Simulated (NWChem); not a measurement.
System: CuHSCl, doublet; SMILES [SH][Cu][Cl]

Here is an NWChem input.

```
start job
memory heap 200 mb stack 900 mb global 1100 mb
geometry units angstroms
  Cu    -0.004276     0.006722    -0.002699
  Cl     1.320302    -1.542997     0.013567
  S     -1.391200     1.645560    -0.046256
  H     -1.912924     1.499882     1.164491
end
basis spherical
  * library def2-svp
end
dft
  odft
  mult 2
  xc pbe0
  iterations 150
end
driver
  maxiter 120
end
task dft optimize
task dft freq
```

Output (shortened):

```
             Northwest Computational Chemistry Package (NWChem) 7.3.0
             --------------------------------------------------------

 CS  symmetry detected

                             Geometry "geometry" -> ""
                             -------------------------

 Output coordinates in angstroms (scale by  1.889725989 to convert to a.u.)

  No.       Tag          Charge          X              Y              Z
 ---- ---------------- ---------- -------------- -------------- --------------
    1 Cu                  29.0000     0.01297059    -0.03278673     0.00000000
    2 Cl                  17.0000     0.00541365    -2.07149792     0.00000000
    3 S                   16.0000     0.04936851     2.11428583     0.00000000
    4 H                    1.0000    -1.25807536     2.33770660     0.00000000

 Effective nuclear repulsion energy (a.u.)     290.7426884803

      Symmetry information
      --------------------

 Group name             Cs
 Group number              2
 Group order               2
 No. of unique centers     4

                                Z-matrix (autoz)
                                --------

 Units are Angstrom for bonds and degrees for angles

      Type          Name      I     J     K     L     M      Value
      ----------- --------  ----- ----- ----- ----- ----- ----------
    1 Stretch                  1     2                       2.03873
    2 Stretch                  1     3                       2.14738
    3 Stretch                  3     4                       1.32640
    4 Bend                     1     3     4                98.72604
    5 Bend                     2     3     4                99.09561
    6 Torsion                  2     1     4     3         180.00000

                           NWChem Geometry Optimization
                           ----------------------------

 maximum gradient threshold         (gmax) =   0.000450
 rms gradient threshold             (grms) =   0.000300
 maximum cartesian step threshold   (xmax) =   0.001800
 rms cartesian step threshold       (xrms) =   0.001200
 fixed trust radius                (trust) =   0.300000
 source of zmatrix                         =   autoz

          -------------------
          Energy Minimization
          -------------------

 Using diagonal initial Hessian
 Scaling for Hessian diagonals: bonds = 1.00  angles = 0.25  torsions = 0.10

          --------
          Step   0

[...]

      ----------------------
      Optimization converged
      ----------------------

  Step       Energy      Delta E   Gmax     Grms     Xrms     Xmax
  ---- ---------------- -------- -------- -------- -------- --------
@    7   -2498.52102574 -4.0D-07  0.00014  0.00007  0.00034  0.00065
                                     ok       ok       ok       ok

                                Z-matrix (autoz)
                                --------

 Units are Angstrom for bonds and degrees for angles

      Type          Name      I     J     K     L     M      Value     Gradient
      ----------- --------  ----- ----- ----- ----- ----- ---------- ----------
    1 Stretch                  1     2                       2.09138   -0.00008
    2 Stretch                  1     3                       2.12551   -0.00014
    3 Stretch                  3     4                       1.35564   -0.00001
    4 Bend                     1     3     4                95.73484    0.00001
    5 Bend                     2     3     4                95.72330    0.00001
    6 Torsion                  2     1     4     3         180.00000    0.00000

                         Geometry "geometry" -> "geometry"
                         ---------------------------------

 Output coordinates in angstroms (scale by  1.889725989 to convert to a.u.)

[...]

 Rotational Constants
 --------------------
 A=   9.427537 cm-1  ( 13.563820 K)
 B=   0.055726 cm-1  (  0.080176 K)
 C=   0.055399 cm-1  (  0.079705 K)

 Temperature                      =   298.15K
 frequency scaling parameter      =   1.0000

 Zero-Point correction to Energy  =    6.025 kcal/mol  (  0.009602 au)
 Thermal correction to Energy     =    9.273 kcal/mol  (  0.014778 au)
 Thermal correction to Enthalpy   =    9.866 kcal/mol  (  0.015722 au)

 Total Entropy                    =   74.189 cal/mol-K
   - Translational                =   40.502 cal/mol-K (mol. weight = 130.8785)
   - Rotational                   =   23.521 cal/mol-K (symmetry #  =        1)
   - Vibrational                  =   10.166 cal/mol-K

 Cv (constant volume heat capacity) =   13.933 cal/mol-K
   - Translational                  =    2.979 cal/mol-K
   - Rotational                     =    2.979 cal/mol-K
   - Vibrational                    =    7.974 cal/mol-K

[normal modes left out]

 ----------------------------------------------------------------------------
 Normal Eigenvalue ||           Projected Infra Red Intensities
  Mode   [cm**-1]  || [atomic units] [(debye/angs)**2] [(KM/mol)] [arbitrary]
 ------ ---------- || -------------- ----------------- ---------- -----------
    1       -0.000 ||    0.000845           0.020         0.824       1.037
    2       -0.000 ||    0.000009           0.000         0.009       0.011
    3       -0.000 ||    0.000419           0.010         0.408       0.514
    4        0.000 ||    0.023855           0.550        23.255      29.269
    5        0.000 ||    0.000350           0.008         0.341       0.429
    6        0.000 ||    0.000000           0.000         0.000       0.000
    7       66.260 ||    0.010039           0.232         9.786      12.317
    8      103.848 ||    0.006292           0.145         6.134       7.720
    9      330.228 ||    0.003829           0.088         3.732       4.698
   10      472.138 ||    0.022461           0.518        21.897      27.559
   11      553.010 ||    0.021982           0.507        21.429      26.971
   12     2691.379 ||    0.007722           0.178         7.528       9.475
 ----------------------------------------------------------------------------
```

Level: PBE0/def2-SVP, spin-unrestricted. In the optimisation the excess spin sits in a" (Cs, its own frame). This spin state was assumed; another may lie lower.
